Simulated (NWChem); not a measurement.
System: ZrH2Br2; SMILES [Br][ZrH2][Br]

NWChem input:

```
start job
memory heap 200 mb stack 900 mb global 1100 mb
geometry units angstroms noautoz
  Zr     0.000000     0.000000    -0.781635
  Br     2.107191     0.000000     0.510768
  Br    -2.107191     0.000000     0.510768
  H      0.000000    -1.492615    -1.844621
  H      0.000000     1.492615    -1.844621
end
basis spherical
  * library def2-tzvp
end
ecp
  Zr library def2-ecp
end
dft
  xc xpbe96 cpbe96
  iterations 200
  vectors input hcore
end
task dft gradient
```

Parts of the log:

```
             Northwest Computational Chemistry Package (NWChem) 7.3.0
             --------------------------------------------------------

 C2V symmetry detected

                             Geometry "geometry" -> ""
                             -------------------------

 Output coordinates in angstroms (scale by  1.889725989 to convert to a.u.)

  No.       Tag          Charge          X              Y              Z
 ---- ---------------- ---------- -------------- -------------- --------------
    1 Zr                  40.0000     0.00000000     0.00000000    -0.78876998
    2 Br                  35.0000     2.10719100     0.00000000     0.50363302
    3 Br                  35.0000    -2.10719100     0.00000000     0.50363302
    4 H                    1.0000     0.00000000    -1.49261500    -1.85175598
    5 H                    1.0000     0.00000000     1.49261500    -1.85175598

 Effective nuclear repulsion energy (a.u.)     797.6957740213

      Symmetry information
      --------------------

 Group name             C2v
 Group number             16
 Group order               4
 No. of unique centers     3

 Summary of "ao basis" -> "ao basis" (spherical)
 ------------------------------------------------------------------------------
       Tag                 Description            Shells   Functions and Types
 ---------------- ------------------------------  ------  ---------------------
 Zr                        def2-tzvp                14       40   6s4p3d1f
 Br                        def2-tzvp                16       48   6s5p4d1f
 H                         def2-tzvp                 4        6   3s1p

      Symmetry analysis of basis
      --------------------------

        a1         55
        a2         21
        b1         42
        b2         30

            General Information
            -------------------
          SCF calculation type: DFT
          Wavefunction type:  closed shell.
          No. of atoms     :     5
          No. of electrons :    84
           Alpha electrons :    42
            Beta electrons :    42
          Charge           :     0
          Spin multiplicity:     1
          Use of symmetry is: on ; symmetry adaption is: on
          Maximum number of iterations: 200
          AO basis - number of functions:   148
                     number of shells:    54
          Convergence on energy requested:  1.00D-06
          Convergence on density requested:  1.00D-05
          Convergence on gradient requested:  5.00D-04

              XC Information
              --------------
          PerdewBurkeErnzerhof Exchange Functional  1.000
            Perdew 1991 LDA Correlation Functional  1.000 local
           PerdewBurkeErnz. Correlation Functional  1.000 non-local

             Grid Information
             ----------------
          Grid used for XC integration:  medium
          Radial quadrature: Mura-Knowles
          Angular quadrature: Lebedev.
          Tag              B.-S. Rad. Rad. Pts. Rad. Cut. Ang. Pts.
          ---              ---------- --------- --------- ---------
          Zr                  1.55      123          10.0       590
          Br                  1.15      112          12.0       590
          H                   0.35       45          11.0       434
          Grid pruning is: on
          Number of quadrature shells:   280
          Spatial weights used:  Erf1

      Non-variational initial energy
      ------------------------------

 Total energy =     361.942036
 1-e energy   =       0.000000
 2-e energy   =       0.000000
 HOMO         =     -33.240722
 LUMO         =     -33.100259

      Symmetry analysis of molecular orbitals - initial
      -------------------------------------------------

  Numbering of irreducible representations:

     1 a1          2 a2          3 b1          4 b2

  Orbital symmetries:

     1 a1          2 b1          3 a1          4 b1          5 a1
     6 b1          7 b2          8 a2          9 b1         10 a1
    11 a1         12 b1         13 b1         14 a1         15 a1
    16 b1         17 b2         18 a2         19 b2         20 a1
    21 a2         22 b1         23 a1         24 a1         25 b1
    26 b2         27 a2         28 b1         29 a1         30 b1
    31 b1         32 a1         33 a1         34 b1         35 b2
    36 a2         37 b2         38 a1         39 a2         40 b1
    41 a1         42 b1         43 a1         44 b2         45 b1
    46 a2         47 b1         48 a1         49 b1         50 a1
    51 a1         52 a1

   convergence    iter        energy       DeltaE   RMS-Dens  Diis-err
 ---------------- ----- ----------------- --------- --------- ---------
 d= 0,ls=0.0,diis     1  -5014.5702801185 -5.38D+03  9.20D-01  6.93D+02
 d= 0,ls=0.0,diis     2  -4323.9600065369  6.91D+02  8.17D-01  8.09D+02
 d= 0,ls=0.0,diis     3  -5093.6646093637 -7.70D+02  3.73D-02  6.79D+02
 d= 0,ls=0.5,diis     4  -5110.4265466003 -1.68D+01  6.25D-03  5.70D+02
 d= 0,ls=0.5,diis     5  -5113.4154851705 -2.99D+00  2.56D-02  5.46D+02
 d= 0,ls=0.5,diis     6  -5137.1161351656 -2.37D+01  1.27D-02  4.46D+02
 d= 0,ls=0.5,diis     7  -5145.3092274860 -8.19D+00  8.03D-03  4.48D+02
 d= 0,ls=0.5,diis     8  -5155.2892292126 -9.98D+00  4.02D-03  4.96D+02
 d= 0,ls=0.5,diis     9  -5160.4061859675 -5.12D+00  3.49D-02  4.71D+02
 d= 0,ls=0.5,diis    10  -5184.0692894825 -2.37D+01  2.28D-02  1.37D+02
 d= 0,ls=0.5,diis    11  -5190.2686039304 -6.20D+00  1.90D-02  5.34D+01
 d= 0,ls=0.5,diis    12  -5194.7212186411 -4.45D+00  1.45D-02  1.78D+01
 d= 0,ls=0.5,diis    13  -5195.6740093503 -9.53D-01  6.28D-03  1.51D+00
 d= 0,ls=0.5,diis    14  -5195.8751472725 -2.01D-01  2.67D-03  1.84D-01
  Resetting Diis
 d= 0,ls=0.5,diis    15  -5195.9058328204 -3.07D-02  1.16D-03  2.02D-02
 d= 0,ls=0.5,diis    16  -5195.9119284763 -6.10D-03  6.18D-04  4.23D-03
 d= 0,ls=0.5,diis    17  -5195.9138999770 -1.97D-03  3.79D-04  1.40D-03
 d= 0,ls=0.5,diis    18  -5195.9145358325 -6.36D-04  2.22D-04  6.64D-04
 d= 0,ls=0.5,diis    19  -5195.9148127522 -2.77D-04  1.30D-04  2.98D-04
 d= 0,ls=0.5,diis    20  -5195.9149483530 -1.36D-04  8.17D-05  1.36D-04
 d= 0,ls=0.5,diis    21  -5195.9150116316 -6.33D-05  5.29D-05  7.09D-05
 d= 0,ls=0.5,diis    22  -5195.9150426046 -3.10D-05  3.45D-05  3.30D-05
 d= 0,ls=0.5,diis    23  -5195.9150577349 -1.51D-05  2.30D-05  1.66D-05
 d= 0,ls=0.5,diis    24  -5195.9150651171 -7.38D-06  1.57D-05  9.30D-06
 d= 0,ls=0.5,diis    25  -5195.9150689750 -3.86D-06  1.09D-05  5.14D-06
 d= 0,ls=0.5,diis    26  -5195.9150709825 -2.01D-06  7.76D-06  2.90D-06
 d= 0,ls=0.5,diis    27  -5195.9150720906 -1.11D-06  5.46D-06  1.47D-06
 d= 0,ls=0.5,diis    28  -5195.9150726542 -5.64D-07  3.91D-06  7.93D-07

         Total DFT energy =    -5195.915072952756
      One electron energy =    -7965.342618460741
           Coulomb energy =     2595.954977519537
    Exchange-Corr. energy =     -188.469467950743
 Nuclear repulsion energy =      361.942035939190

 Numeric. integr. density =       84.000009024945

                  Occupations of the irreducible representations
                  ----------------------------------------------

                     irrep           alpha         beta
                     --------     --------     --------
                     a1               16.0         16.0
                     a2                5.0          5.0
                     b1               14.0         14.0
                     b2                7.0          7.0

                       DFT Final Molecular Orbital Analysis
                       ------------------------------------

 Vector   40  Occ=2.000000D+00  E=-2.892857D-01  Symmetry=b1
              MO Center=  1.3D-13, -5.7D-15,  4.3D-01, r^2= 5.8D+00
   Bfn.  Coefficient  Atom+Function         Bfn.  Coefficient  Atom+Function
  ----- ------------  ---------------      ----- ------------  ---------------
    58      0.353485  2 Br pz               106     -0.353485  3 Br pz
    52     -0.239734  2 Br pz               100      0.239734  3 Br pz
    55      0.215179  2 Br pz               103     -0.215179  3 Br pz
    61      0.210382  2 Br pz               109     -0.210382  3 Br pz
    56     -0.119022  2 Br px               104     -0.119022  3 Br px

 Vector   41  Occ=2.000000D+00  E=-2.839754D-01  Symmetry=a1
              MO Center=  3.8D-14,  3.8D-13, -1.4D+00, r^2= 3.5D+00
   Bfn.  Coefficient  Atom+Function         Bfn.  Coefficient  Atom+Function
  ----- ------------  ---------------      ----- ------------  ---------------
     5      0.300009  1 Zr s                  3     -0.249154  1 Zr s
    23     -0.233512  1 Zr d  2             138      0.225563  4 H  s
   144      0.225563  5 H  s                  9      0.175122  1 Zr pz
    28     -0.146562  1 Zr d  2             139      0.131992  4 H  s
   145      0.131992  5 H  s                137      0.122875  4 H  s

 Vector   42  Occ=2.000000D+00  E=-2.726516D-01  Symmetry=b2
              MO Center= -1.0D-14, -4.3D-13, -1.4D+00, r^2= 3.4D+00
   Bfn.  Coefficient  Atom+Function         Bfn.  Coefficient  Atom+Function
  ----- ------------  ---------------      ----- ------------  ---------------
    20      0.291197  1 Zr d -1             138      0.230368  4 H  s
   144     -0.230368  5 H  s                  8      0.214223  1 Zr py
    25      0.188537  1 Zr d -1             139      0.131621  4 H  s
   145     -0.131621  5 H  s                 14     -0.128503  1 Zr py
   137      0.127890  4 H  s                143     -0.127890  5 H  s

 Vector   43  Occ=0.000000D+00  E=-1.363206D-01  Symmetry=a1
              MO Center= -3.3D-14,  4.4D-15, -9.0D-01, r^2= 2.5D+00
   Bfn.  Coefficient  Atom+Function         Bfn.  Coefficient  Atom+Function
  ----- ------------  ---------------      ----- ------------  ---------------
    21      0.566102  1 Zr d  0              26      0.381679  1 Zr d  0
    31      0.202818  1 Zr d  0              23      0.127375  1 Zr d  2
    61     -0.091417  2 Br pz               109     -0.091417  3 Br pz
    28      0.088132  1 Zr d  2              59      0.083479  2 Br px
   107     -0.083479  3 Br px                58     -0.066531  2 Br pz

 Vector   44  Occ=0.000000D+00  E=-1.287326D-01  Symmetry=a2
              MO Center= -4.2D-14,  2.5D-15, -5.9D-01, r^2= 2.8D+00
   Bfn.  Coefficient  Atom+Function         Bfn.  Coefficient  Atom+Function
  ----- ------------  ---------------      ----- ------------  ---------------
    19      0.583437  1 Zr d -2              24      0.396037  1 Zr d -2
    29      0.217153  1 Zr d -2              60     -0.191503  2 Br py
   108      0.191503  3 Br py                57     -0.130926  2 Br py
   105      0.130926  3 Br py                54     -0.103490  2 Br py
   102      0.103490  3 Br py                51      0.101479  2 Br py

 Vector   45  Occ=0.000000D+00  E=-1.089157D-01  Symmetry=b1
              MO Center= -9.6D-14, -1.0D-15, -8.8D-01, r^2= 3.5D+00
   Bfn.  Coefficient  Atom+Function         Bfn.  Coefficient  Atom+Function
  ----- ------------  ---------------      ----- ------------  ---------------
    22      0.532969  1 Zr d  1              27      0.346272  1 Zr d  1
    13      0.280409  1 Zr px                59     -0.186710  2 Br px
   107     -0.186710  3 Br px                32      0.175161  1 Zr d  1
     7     -0.159476  1 Zr px                56     -0.135605  2 Br px
   104     -0.135605  3 Br px                16      0.112688  1 Zr px

     Multipole analysis of the density
     ---------------------------------

     L   x y z        total         alpha         beta         nuclear
     -   - - -        -----         -----         ----         -------
     0   0 0 0      0.000000    -42.000000    -42.000000     84.000000

     1   1 0 0      0.000000      0.000000      0.000000      0.000000
     1   0 1 0      0.000000      0.000000      0.000000      0.000000
     1   0 0 1      0.017721    -20.858967    -20.858967     41.735656

     2   2 0 0    -46.961415   -578.455837   -578.455837   1109.950259
     2   1 1 0      0.000000      0.000000      0.000000      0.000000
     2   1 0 1     -0.000000     -0.000000     -0.000000      0.000000
     2   0 2 0    -48.235377    -32.073661    -32.073661     15.911945
     2   0 1 1      0.000000      0.000000      0.000000      0.000000
     2   0 0 2    -46.869979    -80.713312    -80.713312    114.556646

            General Information
            -------------------
          SCF calculation type: DFT
          Wavefunction type:  closed shell.
          No. of atoms     :     5
          No. of electrons :    84
           Alpha electrons :    42
            Beta electrons :    42
          Charge           :     0
          Spin multiplicity:     1
          Use of symmetry is: on ; symmetry adaption is: on
          Maximum number of iterations: 200
          AO basis - number of functions:   148
                     number of shells:    54
          Convergence on energy requested:  1.00D-06
          Convergence on density requested:  1.00D-05
          Convergence on gradient requested:  5.00D-04

              XC Information
              --------------
          PerdewBurkeErnzerhof Exchange Functional  1.000
            Perdew 1991 LDA Correlation Functional  1.000 local
           PerdewBurkeErnz. Correlation Functional  1.000 non-local

             Grid Information
             ----------------
          Grid used for XC integration:  medium
          Radial quadrature: Mura-Knowles
          Angular quadrature: Lebedev.
          Tag              B.-S. Rad. Rad. Pts. Rad. Cut. Ang. Pts.
          ---              ---------- --------- --------- ---------
          Zr                  1.55      123          10.0       590
          Br                  1.15      112          12.0       590
          H                   0.35       45          11.0       434
          Grid pruning is: on
          Number of quadrature shells:   280
          Spatial weights used:  Erf1

          Convergence Information
          -----------------------
          Convergence aids based upon iterative change in
          total energy or number of iterations.
          Levelshifting, if invoked, occurs when the
          HOMO/LUMO gap drops below (HL_TOL):  1.00D-02
          DIIS, if invoked, will attempt to extrapolate
          using up to (NFOCK): 10 stored Fock matrices.

                    Damping( 0%)  Levelshifting(0.5)       DIIS
                  --------------- ------------------- ---------------
          dE  on:    start            ASAP                start
          dE off:    2 iters        200 iters           200 iters

                            NWChem DFT Gradient Module
                            --------------------------

  charge          =   0.00
  wavefunction    = closed shell

  Using symmetry

                         DFT ENERGY GRADIENTS

    atom               coordinates                        gradient
                 x          y          z           x          y          z
   1 Zr      0.000000   0.000000  -1.490559    0.000000   0.000000   0.000235
   2 Br      3.982014   0.000000   0.951728   -0.002033   0.000000  -0.001352
   3 Br     -3.982014   0.000000   0.951728    0.002033  -0.000000  -0.001352
   4 H       0.000000  -2.820633  -3.499311    0.000000   0.002274   0.001234
   5 H       0.000000   2.820633  -3.499311    0.000000  -0.002274   0.001234
```

Level: PBE/def2-TZVP with def2 effective core potentials on Zr. Geometry: optimised at PBE0/def2-SVP. No frequency run checked for a minimum. def2 effective core potentials on Zr; no spin-orbit coupling.
